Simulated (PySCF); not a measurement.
## Correlation energy of Se (selenium, neutral)

[Ar] 3d10 4s1 4p4 4d1, one real determinant (an excited configuration). Calculation: PySCF 2.14, in aug-cc-pVTZ-PP with one added diffuse shell each of s, d, f type with ECP10MDF (7s5p5d3f, 68 functions); a scalar-relativistic core potential. Frozen: 3s2 3p6 3d10; 6 electrons correlated.

```json
{"level": "CCSD", "correlation energy (mhartree)": "-116.90"}
{"level": "(T)", "correlation energy (mhartree)": "-9.87"}
{"level": "CCSD(T)", "correlation energy (mhartree)": "-126.77"}
```

Diagnostics: T1 = 0.025, D1 = 0.0631, largest double amplitude 0.190.

The real determinant used has ⟨L²⟩ near 8 against 12 for a pure F term, so it mixes terms. The outer electron is Rydberg-like, and this basis confines it to a smaller radius and binds it less than a complete one would. A double-excitation amplitude exceeds 0.15, a sign of near-degeneracy.

Cost of the coupled-cluster step: about 13 core-seconds, for 6 correlated electrons.

The reference is one real determinant that mixes LS terms of this configuration.
